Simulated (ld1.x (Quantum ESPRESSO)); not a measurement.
## Co (Z = 27): one change to an RRKJ potential, before and after

| Property | Result |
| --- | --- |
| Element | Co (Z = 27) |
| Generator | ld1.x (Quantum ESPRESSO) 7.5 |
| Type | norm-conserving RRKJ (Kleinman–Bylander form) |
| Functional | LDA (PZ) |
| Relativity | scalar-relativistic |
| Frozen core | [Ne] 3s2 |
| Valence charge | 15 |
| Reference configuration | 3p6 3d7 4s2 4p0 |
| Partial waves | 3p (bound): rc 0.90 bohr; 3d (bound): rc 1.25 bohr; 4f channel at 0.35 Ry: rc 2.35 bohr; 4s (bound): rc 2.25 bohr |
| Local potential | the s channel |
| Core correction | none |

Change: wave 3d (bound): rc 1.25 bohr becomes 3d (bound): rc 0.80 bohr.

Cutoffs: the cutoffs (Ry, on a coarse ladder) from which the occupation-weighted sum of valence levels, in a spherical-Bessel basis at the reference potential, stays within 10 and 1 mRy of its value at 400 Ry; they do not see the model core or the augmentation charge, which bear on the density cutoff. Errors are all-electron minus pseudo energies relative to the spin-unpolarised reference configuration.

Q: How do hardness, ghosts and transferability respond?

A: The potential gets harder (160 Ry and 260 Ry → 260 Ry and 300 Ry); of the 9 tests that both files solve, the error grows in 7 and shrinks in 1 by more than 15 % and 0.3 meV (median size 213.5 → 238.1 meV); neither file shows a bound ghost at the reference potential, the only one tested. A smaller radius makes the pseudo-wave follow the all-electron one further in, where it bends more sharply, so more plane waves are needed.

```csv
quantity,base,changed
"cutoff, loose",160 Ry,260 Ry
"cutoff, tight",260 Ry,300 Ry
loose cutoff by channel (10 mRy a level),"p 140 Ry, d 100 Ry, s 8 Ry","p 140 Ry, d 200 Ry, s 8 Ry"
bound ghosts,none,none
"error for 3p6 3d7 4s1 4p0, meV [ΔE 9.30 eV]",-4.9,-6.6
"error for 3p6 3d7 4s0 4p0, meV [ΔE 26.38 eV]",-33,-42
"error for 3p6 3d6 4s0 4p0, meV [ΔE 62.57 eV]",-214,-238
"error for 3p6 3d6 4s2 4p0, meV [ΔE 15.46 eV]",-216,-275
"error for 3p6 3d7.5 4s1.5 4p0, meV [ΔE -0.98 eV]",-51,-60
"error for 3p6 3d8 4s1 4p0, meV [ΔE -1.24 eV]",-178,-205
"error for 3p5 3d7 4s2 4p0, meV [ΔE 73.42 eV]",-535,-412
"error for 3p6 3d7 4s2 4p0 (spin-polarised), meV [ΔE -1.98 eV]",+395,+469
"error for 3p6 3d7 4s1 4p0 (spin-polarised), meV [ΔE 6.72 eV]",+386,+454
s: phases at 2.55 bohr within 0.05 rad from the reference energy up to (Ry; the scan ends near 5),2.8,2.8
p: phases at 2.55 bohr within 0.05 rad from the reference energy up to (Ry; the scan ends near 5),-1.0,-1.0
d: phases at 2.55 bohr within 0.05 rad from the reference energy up to (Ry; the scan ends near 5),0.5,0.5
f: phases at 2.55 bohr within 0.05 rad from the reference energy up to (Ry; the scan ends near 5),to the end of the scan,to the end of the scan
```

Base: These tests converged, but a pseudo level misses the all-electron one widely, so the file describes the atom poorly there or has found another state: 3p6 3d6 4s0 4p0: empty 4p by 3.1 eV (a node warning on the way). Changed file: These tests converged, but a pseudo level misses the all-electron one widely, so the file describes the atom poorly there or has found another state: 3p6 3d6 4s0 4p0: empty 4p by 3.2 eV.
